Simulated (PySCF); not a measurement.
Some computed properties have been withheld. Give your best values.

1-(4-vinyl-phenyl)-ethanone, C₁₀H₁₀O.
SMILES: `C=Cc1ccc(C(C)=O)cc1`

Conformer (atom-mapped SMILES and torsion angles): `[CH2:1]=[CH:2][c:3]1[cH:4][cH:5][c:6]([C:7]([CH3:8])=[O:9])[cH:10][cH:11]1`: C1–C2–C3–C4 -176°, C5–C6–C7–C8 1°.

```json
{"property": "rotational constants A, B, C", "level": "PBE0-D3(BJ)/def2-SVP", "value": "?"}
{"property": "dipole moment", "level": "CAM-B3LYP/def2-SVPD", "value": "?"}
{"property": "HOMO energy", "level": "CAM-B3LYP/def2-SVPD", "value": "-8.06 eV"}
{"property": "LUMO energy", "level": "CAM-B3LYP/def2-SVPD", "value": "?"}
{"property": "lowest singlet excitation", "level": "TDDFT CAM-B3LYP/def2-SVPD", "value": "?"}
{"property": "lowest triplet excitation (Tamm–Dancoff)", "level": "TDA CAM-B3LYP/def2-SVPD", "value": "2.98 eV"}
{"property": "static isotropic polarisability", "level": "CAM-B3LYP/def2-SVPD", "value": "128.8 au"}
{"property": "electronic spatial extent ⟨r²⟩ about the centre of nuclear charge", "level": "CAM-B3LYP/def2-SVPD", "value": "2212 bohr²"}
{"property": "13C chemical shifts (computed TMS as zero) by class", "level": "GIAO PBE0/pcSseg-1", "value": "?"}
{"property": "1H chemical shifts (computed TMS as zero) by class", "level": "GIAO PBE0/pcSseg-1", "value": "8.11 (2 H), 7.58 (2 H), 6.69 (1 H), 6.34 (1 H), 5.72 (1 H), 2.51 (3 H) ppm"}
{"property": "isotropic shieldings of nuclei other than C and H, by class", "level": "GIAO PBE0/pcSseg-1", "value": "-318 (1 O) ppm"}
{"property": "largest of the computed one-bond spin–spin couplings (means over like bonds)", "level": "B3LYP/pcJ-1, spin–dipole term left out", "value": "?"}
```

Gas-phase values; electronic properties from PySCF, density fitting. Isolated species at its PBE0-D3(BJ)/def2-SVP geometry (one conformer only). NMR classes are plain means over equivalent atoms (diastereotopic ones count apart unless rotation or inversion swaps them), as if these changed places fast; in this geometry the members of some classes differ.

(1) What is the dipole moment?

(2) The 13C chemical shifts (computed TMS as zero) by class?

(3) The lowest singlet excitation?

(4) What are the rotational constants A, B, C?

(5) What are the largest of the computed one-bond spin–spin couplings (means over like bonds)?

(6) The LUMO energy?

Results:

(1) 3.29 D.

(2) 197.2 (1 C), 145.3 (1 C), 144.0 (1 C), 138.9 (1 C), 134.6 (2 C), 131.0 (2 C), 122.8 (1 C), 27.4 (1 C) ppm.

(3) 3.96 eV (313 nm, f = 0.000).

(4) 3.415, 0.576, 0.494 GHz.

(5) 13C–1H +172.6, 13C–1H +169.0 (×2), 13C–1H +165.9 (×2), 13C–1H +164.4, 13C–1H +160.8, 13C–1H +134.4 (×3) Hz.

(6) -1.01 eV.

With B = h/(8π²I), that is 505.379 GHz u Å² over I, the principal moments of inertia are 148.0, 878.1 and 1022.7 u Å² (most abundant isotopes). In atomic units the dipole is 1.30 e·bohr (1 au = 2.5417 D). The principal polarisabilities are 70.3, 120.5 and 195.7 au; their mean is the isotropic value. In wavenumbers S1 is 31900 cm⁻¹ (1 eV = 8065.54 cm⁻¹). The vertical singlet–triplet gap S1 − T1 is 0.98 eV (TDDFT singlet less Tamm–Dancoff triplet).

For the NMR shielding job (PBE0/pcSseg-1), time: 44 s wall, 1.8 min CPU (grids of density and orbitals included); peak memory 1.9 GiB. Hardware: an Intel Xeon Platinum 8488C with 2 threads, shared host.
